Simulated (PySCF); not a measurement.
Si2PH5O5

Si2PH5O5 is a silylene (divalent Si1, bonded to 2 O), neutral, singlet. The structure, one conformer, was relaxed in the gas phase by PBE0-D3(BJ)/def2-SVP. No frequency run checks that it is a minimum.

SMILES: O=P(O)(O)O[Si]O[SiH3]

Coordinates in Å:
```
Si1    -1.400   -0.395   -1.699
O2     -1.575    0.230   -0.172
Si3    -1.391    1.000    1.292
O4      0.246   -0.808   -1.708
P5      1.544   -0.705   -0.773
O6      2.827   -1.045   -1.396
O7      1.413    0.825   -0.236
O8      1.184   -1.593    0.516
H9     -0.405    0.230    2.119
H10    -0.912    2.394    1.099
H11    -2.699    0.993    2.003
H12     2.290    1.222   -0.159
H13     0.556   -1.157    1.110
```

Shieldings: GIAO PBE0/pcSseg-1. Shifts are against computed references at the same level: H TMS (σ 31.27 ppm), Si TMS (σ 352.0 ppm). Core levels by delta-SCF with SCAN, pcX-2 on the ionised atom and pcseg-1 elsewhere, spin-free X2C (2p3/2 is the spin-free 2p value less a third of a first-order spin-orbit splitting); from the vacuum level, for chosen atoms.

Question: Give the shieldings and core levels atom by atom.

Answer: 
```tsv
atoms	bonded to	σ (ppm)	δ (ppm)	core level (eV)
Si1	2 O	331.0	21.0	2p3/2 108.66
O2	2 Si	176.8	-	1s 538.49
Si3	1 O + 3 H	396.3	-44.3	2p3/2 108.13
O4	1 P + 1 Si	90.4	-	1s 538.78
P5	4 O	333.3	-	2p3/2 140.22
O6	1 P	178.3	-	-
O7	1 P + 1 H	211.0	-	-
O8	1 P + 1 H	211.9	-	-
H9 H10 H11	1 Si	26.17	5.10	-
H12	1 O	27.88	3.38	-
H13	1 O	27.23	4.04	-
```

Values are those of this one static structure, with the three H of a rotating XH3 group averaged; atoms that internal rotation interchanges would show their mean in an NMR spectrum.

Question: Which of Si1, Si3 holds its core electrons tightest, and by how much against the loosest?

Answer: Si1 (bonded to 2 O), by 0.52 eV over Si3 (bonded to 1 O + 3 H).

Question: By CAM-B3LYP/def2-SVPD (TDDFT singlets, Tamm-Dancoff triplets, ionisation by delta-SCF), where does absorption start, and what does vertical ionisation take?

Answer: The lowest singlet lies at 5.27 eV (f 0.105), the strongest of the first 6 at 7.39 eV (f 0.109), the lowest triplet at 3.08 eV; vertical ionisation takes 10.22 eV.

The 3 runs behind this took 3.7 min in all, one thread each of Intel Xeon 6975P-C on a shared host, launched as `OMP_NUM_THREADS=1 python cluster_run.py task.json out`.
